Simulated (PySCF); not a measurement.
## UHF on Te (tellurium, neutral)

Configuration: [Kr] 4d10 5s2 5p4, high-spin 3P determinant. All numbers are calculated (PySCF 2.14, the spin-free X2C one-electron Hamiltonian (Gaussian nucleus), in aug-cc-pVTZ-DK3).

* Total energy: -6790.592978 hartree
* One-electron energy: -9319.7107 hartree
* Hartree (Coulomb) energy: 2704.0499 hartree
* Exchange energy: -174.9321 hartree
* ⟨S²⟩: 2.0128
* ⟨L²⟩: 2.052
* Sum of ⟨r⟩: 37.54 bohr
* Sum of ⟨r²⟩: 62.31 bohr²
* Traceless quadrupole moment −½Σ⟨3z² − r²⟩ along its main axis: -3.31 e·bohr²
* Langevin diamagnetic susceptibility: -49.4 ×10⁻⁶ cm³/mol

```csv
shell,electrons,mean orbital energy (hartree),spread (hartree),"rms radius, mean of both spins (bohr)"
1s α,1,-1174.74833,0,0.0318
1s β,1,-1174.74477,0,0.0318
2s α,1,-183.73490,0,0.130
2s β,1,-183.73396,0,0.130
2p α,3,-164.80365,0.00275,0.116
2p β,3,-164.80068,0.00089,0.116
3s α,1,-38.10228,0,0.343
3s β,1,-38.09842,0,0.343
3p α,3,-31.78074,0.00809,0.343
3p β,3,-31.77497,0.00076,0.343
3d α,5,-22.18425,0.00676,0.322
3d β,5,-22.18237,0.00458,0.322
4s α,1,-7.11216,0,0.814
4s β,1,-7.10148,0,0.814
4p α,3,-5.05777,0.01918,0.878
4p β,3,-5.04526,0.00164,0.878
4d α,5,-1.95759,0.02113,1.05
4d β,5,-1.94806,0.01201,1.05
5s α,1,-0.83085,0,2.29
5s β,1,-0.66594,0,2.29
5p α,3,-0.37995,0.05556,2.86
5p β,1,-0.31175,0,2.86
```

Densities and radii are taken from the X2C orbitals without a picture-change correction, which distorts them close to the nucleus.

Spin-orbit constants ζ (cm⁻¹) from the X2C one-electron operator on these orbitals: bare nucleus, nucleus screened by l(l+1)(2l+1)/3 electrons, and screened by the Breit-Pauli mean field of the electrons.

| shell | bare | screened nucleus | mean field |
| --- | --- | --- | --- |
| 2p | 1466000 | 1409000 | n/a |
| 3p | 276700 | 266100 | n/a |
| 3d | 41910 | 33850 | n/a |
| 4p | 49980 | 48050 | n/a |
| 4d | 5557 | 4489 | n/a |
| 5p | 3948 | 3796 | n/a |

To first order the Landé constant is A = -1898 cm⁻¹, so the lowest level has J = 2 and lies 0.235 eV below the centre of the term. This holds in LS coupling only.
